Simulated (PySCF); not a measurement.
`C#CCn1cpcc1CC`: 4 charge schemes on one density

Compound: C₈H₁₀NP.
SMILES with atom numbers: `[CH:1]#[C:2][CH2:3][n:4]1[cH:5][p:6][cH:7][c:8]1[CH2:9][CH3:10]` (hydrogens: H11 on C1; H12, H13 on C3; H14 on C5; H15 on C7; H16, H17 on C9; H18, H19, H20 on C10)

Cartesian coordinates in Å at the GFN2-xTB level; atoms count from 1:
```xyz
20
C8H10NP angstrom
C     -0.5859   -2.1076    2.4751
C      0.2118   -1.6046    1.7390
C      1.1448   -0.9330    0.8482
N      0.7730    0.4501    0.6426
C      1.4167    1.4709    1.2583
P      0.7668    3.0178    0.9153
C     -0.4304    2.2194   -0.0913
C     -0.2818    0.8612   -0.1141
C     -1.1168   -0.0983   -0.9004
C     -0.5282   -0.3440   -2.2927
H     -1.2720   -2.5698    3.1201
H      1.1768   -1.4616   -0.1115
H      2.1455   -0.9592    1.2914
H      2.2578    1.2513    1.8923
H     -1.2010    2.7385   -0.6322
H     -1.2190   -1.0435   -0.3625
H     -2.1145    0.3295   -1.0112
H     -0.4673    0.5921   -2.8427
H      0.4740   -0.7635   -2.2302
H     -1.1554   -1.0350   -2.8508
```

Density: PBE0/pcSseg-1 (PySCF); schemes: Mulliken, IAO, Hirshfeld and ESP-fitted. Isolated species at its GFN2-xTB geometry (one conformer only).

Task: Tabulate the Mulliken, IAO, Hirshfeld and ESP-fitted charges.

Result: In e:

| atom | environment | Mulliken | IAO | Hirshfeld | ESP-fitted |
| --- | --- | --- | --- | --- | --- |
| C1 | terminal alkyne carbon | -0.313 | -0.220 | -0.098 | -0.554 |
| C2 | alkyne carbon | +0.119 | -0.043 | -0.042 | +0.259 |
| C3 | sp3 carbon bound to nitrogen | +0.083 | -0.164 | +0.012 | -0.545 |
| N4 | pyrrole-type nitrogen | -0.608 | -0.046 | +0.004 | +0.396 |
| C5 | aromatic CH next to a ring nitrogen | -0.159 | -0.343 | -0.093 | -0.330 |
| P6 | phosphorus bonded to 2 C | +0.334 | +0.263 | -0.002 | -0.148 |
| C7 | aromatic CH carbon | -0.463 | -0.437 | -0.154 | -0.155 |
| C8 | substituted aromatic carbon | +0.218 | +0.068 | +0.036 | -0.253 |
| C9 | benzylic-type carbon | -0.175 | -0.266 | -0.068 | +0.134 |
| C10 | methyl carbon | -0.263 | -0.412 | -0.117 | -0.299 |
| H11 | alkyne hydrogen | +0.052 | +0.207 | +0.098 | +0.348 |
| H12 | methylene hydrogen | +0.169 | +0.173 | +0.065 | +0.240 |
| H13 | methylene hydrogen | +0.164 | +0.184 | +0.072 | +0.211 |
| H14 | aromatic hydrogen | +0.114 | +0.160 | +0.044 | +0.215 |
| H15 | aromatic hydrogen | +0.096 | +0.158 | +0.041 | +0.173 |
| H16 | methylene hydrogen | +0.148 | +0.143 | +0.033 | +0.026 |
| H17 | methylene hydrogen | +0.136 | +0.155 | +0.050 | +0.041 |
| H18 | methyl hydrogen | +0.123 | +0.148 | +0.041 | +0.091 |
| H19 | methyl hydrogen | +0.109 | +0.131 | +0.035 | +0.072 |
| H20 | methyl hydrogen | +0.117 | +0.142 | +0.042 | +0.080 |

Mean size of the charges over all atoms: ESP-fitted 0.228 e, Mulliken 0.198 e, IAO 0.193 e, Hirshfeld 0.057 e. Each set sums to the total charge, 0, to within 0.001 e. The IAO scheme counts the electrons in orthogonalised intrinsic atomic orbitals, a minimal basis polarised so that it spans the occupied orbitals exactly.

Lowest charge. The schemes don't all agree: Mulliken N4 (-0.608); IAO C7 (-0.437); Hirshfeld C7 (-0.154); ESP-fitted C1 (-0.554).

Highest charge. The schemes don't all agree: Mulliken P6 (+0.334); IAO P6 (+0.263); Hirshfeld H11 (+0.098); ESP-fitted N4 (+0.396).

Task: Sum the charges by element, for elements with more than one atom.

Result: 
```json
{"element": "C", "atoms": "8", "Mulliken": "-0.953", "IAO": "-1.816", "Hirshfeld": "-0.524", "ESP-fitted": "-1.743"}
{"element": "H", "atoms": "10", "Mulliken": "+1.227", "IAO": "+1.600", "Hirshfeld": "+0.522", "ESP-fitted": "+1.495"}
```

Task: How closely do the schemes follow one another over all atoms?

Result: Correlation coefficient and root-mean-square difference: IAO with Hirshfeld 0.92, 0.159 e; Mulliken with IAO 0.75, 0.164 e; Mulliken with Hirshfeld 0.68, 0.200 e; IAO with ESP-fitted 0.55, 0.238 e; Hirshfeld with ESP-fitted 0.55, 0.241 e; Mulliken with ESP-fitted 0.13, 0.339 e.

Task: How many electrons does the IAO scheme count on P6?

Result: Z − q = 15 − (+0.263) = 14.737.
